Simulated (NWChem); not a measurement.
Everything below was run with NWChem. System: H$_{2}$B (+1), charge 1, spin multiplicity 1, at a geometry optimised with B3LYP/def2-SVP. The structure started from a generated list of species. Level: TD-B3LYP/aug-cc-pVDZ, VWN1-RPA local correlation.

Job file:

```
start mol
memory heap 200 mb stack 900 mb global 1100 mb
charge 1
geometry units angstroms nocenter noautoz
  B      0.000000     0.000000     0.000000
  H      0.000000     0.000000    -1.192705
  H      0.000000     0.000000     1.192705
  symmetry group D2h
end
basis spherical
  * library aug-cc-pvdz
end
dft
  xc b3lyp
  semidirect memsize 60000000 filesize 0
  iterations 100
end
tddft
  rpa
  nroots 5
  notriplet
  thresh 1e-4
end
task tddft energy
```

Part of the output:

```
             Northwest Computational Chemistry Package (NWChem) 7.3.0
             --------------------------------------------------------

                                NWChem Input Module
                                -------------------

 Scaling coordinates for geometry "geometry" by  1.889725989
 (inverse scale =  0.529177249)

 Turning off AUTOSYM since
 SYMMETRY directive was detected!

                             Geometry "geometry" -> ""
                             -------------------------

 Output coordinates in angstroms (scale by  1.889725989 to convert to a.u.)

  No.       Tag          Charge          X              Y              Z
 ---- ---------------- ---------- -------------- -------------- --------------
    1 B                    5.0000     0.00000000     0.00000000     0.00000000
    2 H                    1.0000     0.00000000     0.00000000    -1.19270500
    3 H                    1.0000     0.00000000     0.00000000     1.19270500

 Effective nuclear repulsion energy (a.u.)       4.6586214651

            Nuclear Dipole moment (a.u.)
            ----------------------------
        X                 Y               Z
 ---------------- ---------------- ----------------
     0.0000000000     0.0000000000     0.0000000000

      Symmetry information
      --------------------

 Group name             D2h
 Group number             26
 Group order               8
 No. of unique centers     2

      Symmetry unique atoms

     1    2


 Summary of "ao basis" -> "" (spherical)
 ------------------------------------------------------------------------------
       Tag                 Description            Shells   Functions and Types
 ---------------- ------------------------------  ------  ---------------------
 *                        aug-cc-pvdz                 on all atoms

                                 NWChem DFT Module
                                 -----------------

 Summary of "ao basis" -> "ao basis" (spherical)
 ------------------------------------------------------------------------------
       Tag                 Description            Shells   Functions and Types
[...]
     Occ.    3  b1u ---  Virt.    4  b3u  0.15500 X
     Occ.    3  b1u ---  Virt.    5  b2u  0.98718 X
  ----------------------------------------------------------------------------
  Root   3 singlet b3u            0.411990510 a.u.               11.2108 eV
  ----------------------------------------------------------------------------
     Transition Moments    X  0.95988   Y  0.25479   Z -0.00000
     Transition Moments   XX -0.00000  XY -0.00000  XZ  0.00000
     Transition Moments   YY -0.00000  YZ -0.00000  ZZ -0.00000
     Dipole Oscillator Strength                    0.2708957714
     Electric Quadrupole                           0.0000000000
     Magnetic Dipole                               0.0000000000
     Total Oscillator Strength                     0.2708957714

          sigma_e =   1.2511 Angstrom
          sigma_h =   1.1211 Angstrom
         |d_h->e| =   0.0000 Angstrom
            d_exc =   1.7694 Angstrom
            d_CD1 =   0.1300 Angstrom
            d_CD2 =  -1.1861 Angstrom
            d_CD3 =   1.7694 Angstrom
     Pearson C.C. =  -0.1100

     Occ.    2  ag  ---  Virt.    4  b3u -0.96203 X
     Occ.    2  ag  ---  Virt.    4  b3u  0.07286 Y
     Occ.    2  ag  ---  Virt.    5  b2u -0.25536 X
     Occ.    3  b1u ---  Virt.   12  b2g -0.10858 X
  ----------------------------------------------------------------------------
  Root   4 singlet b2u            0.411990510 a.u.               11.2108 eV
  ----------------------------------------------------------------------------
     Transition Moments    X -0.25479   Y  0.95988   Z  0.00000
     Transition Moments   XX  0.00000  XY  0.00000  XZ -0.00000
     Transition Moments   YY  0.00000  YZ  0.00000  ZZ  0.00000
     Dipole Oscillator Strength                    0.2708957714
     Electric Quadrupole                           0.0000000000
     Magnetic Dipole                               0.0000000000
     Total Oscillator Strength                     0.2708957714

          sigma_e =   1.2511 Angstrom
          sigma_h =   1.1211 Angstrom
         |d_h->e| =   0.0000 Angstrom
            d_exc =   1.7694 Angstrom
            d_CD1 =   0.1300 Angstrom
            d_CD2 =  -1.1861 Angstrom
            d_CD3 =   1.7694 Angstrom
     Pearson C.C. =  -0.1100

     Occ.    2  ag  ---  Virt.    4  b3u  0.25536 X
     Occ.    2  ag  ---  Virt.    5  b2u -0.96203 X
     Occ.    2  ag  ---  Virt.    5  b2u  0.07286 Y
     Occ.    3  b1u ---  Virt.   11  b3g  0.10858 X
  ----------------------------------------------------------------------------
  Root   5 singlet b1u            0.513726232 a.u.               13.9792 eV
  ----------------------------------------------------------------------------
     Transition Moments    X -0.00000   Y  0.00000   Z -1.43219
     Transition Moments   XX -0.00000  XY -0.00000  XZ  0.00000
     Transition Moments   YY -0.00000  YZ -0.00000  ZZ -0.00000
     Dipole Oscillator Strength                    0.7024926435
     Electric Quadrupole                           0.0000000000
     Magnetic Dipole                               0.0000000000
     Total Oscillator Strength                     0.7024926435

          sigma_e =   2.3625 Angstrom
          sigma_h =   1.1877 Angstrom
         |d_h->e| =   0.0000 Angstrom
            d_exc =   2.5985 Angstrom
            d_CD1 =   1.1748 Angstrom
            d_CD2 =  -1.7751 Angstrom
            d_CD3 =   2.5985 Angstrom
     Pearson C.C. =   0.0427

     Occ.    3  b1u ---  Virt.    6  ag  -0.92440 X
     Occ.    3  b1u ---  Virt.    7  ag   0.37545 X

              Target root =      1
          Target symmetry = none
      Ground state energy =    -25.630817094016
        Excitation energy =      0.262399361140
     Excited state energy =    -25.368417732875

  stored tddft:energy   -25.368417732875280

 Task  times  cpu:        5.3s     wall:        5.3s

 Total times  cpu:        5.3s     wall:        5.3s
```
